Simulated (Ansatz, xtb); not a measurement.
H7NOSi2Sn: where a starting geometry ends

The starting geometry of this gas-phase singlet was built from a drawn formula by distance geometry and a force field; its bonds are those of `O[SiH2]N[SiH2][SnH]`.

```yaml
atoms:
  - { symbol: N, position_ang: [-0.8495, 0.9252, -1.0612] }
  - { symbol: O, position_ang: [-0.5529, 3.6763, -1.7717] }
  - { symbol: Si, position_ang: [-0.5560, 2.5911, -0.4256] }
  - { symbol: Si, position_ang: [-0.7233, -0.1867, 0.3711] }
  - { symbol: Sn, position_ang: [-2.8322, -0.0289, 1.7272] }
  - { symbol: H, position_ang: [0.2535, 3.4243, -2.2951] }
  - { symbol: H, position_ang: [-1.6928, 2.9423, 0.5354] }
  - { symbol: H, position_ang: [0.7329, 2.6757, 0.2648] }
  - { symbol: H, position_ang: [-0.0080, 0.7093, -1.6248] }
  - { symbol: H, position_ang: [-0.5791, -1.5637, -0.1286] }
  - { symbol: H, position_ang: [0.4684, 0.1473, 1.2101] }
  - { symbol: H, position_ang: [-2.9479, 1.5790, 2.3965] }
```

Task: Predict what becomes of its bonds when it is optimised with r2SCAN-D4/def2-SVP.

Result: A new bond forms, giving a structure with H7 bridging Sn5 and Si3, given below by its coordinates. Contacts that close: Sn5–H7 (3.40 → 2.09 Å).

The energy falls by 1.27 eV over 33 steps:

```csv
step,E − E(last) (eV)
1,1.275
5,0.504
8,0.450
12,0.408
15,0.317
19,0.081
22,0.027
26,0.004
29,0.001
33,0.000
```

Final geometry (Å):

```csv
atom,x (Å),y (Å),z (Å)
N,0.0202,0.8798,-0.4890
O,-0.5777,3.0687,-2.0586
Si,-0.5786,2.4735,-0.5113
Si,-0.8508,-0.3924,0.3985
Sn,-2.8736,1.0458,1.3866
H,-0.5355,4.0276,-2.1573
H,-2.0593,2.3339,-0.0492
H,0.0309,3.4972,0.3851
H,0.8856,0.6686,-0.9863
H,-1.1806,-1.5044,-0.5557
H,0.0501,-1.0112,1.4294
H,-1.6178,1.8040,2.4060
```

From the same start GFN2-xTB ends elsewhere, differing in O2–Sn5 (2.48 against 4.61 Å here), Sn5–H7 (4.53 against 2.09 Å here).

The end wasn't checked by frequencies. Atoms past krypton carry core potentials, without spin–orbit terms. Run with Ansatz 0.2.0, 2.6 min on 2 threads of Arm Neoverse V1, with other jobs on the host.
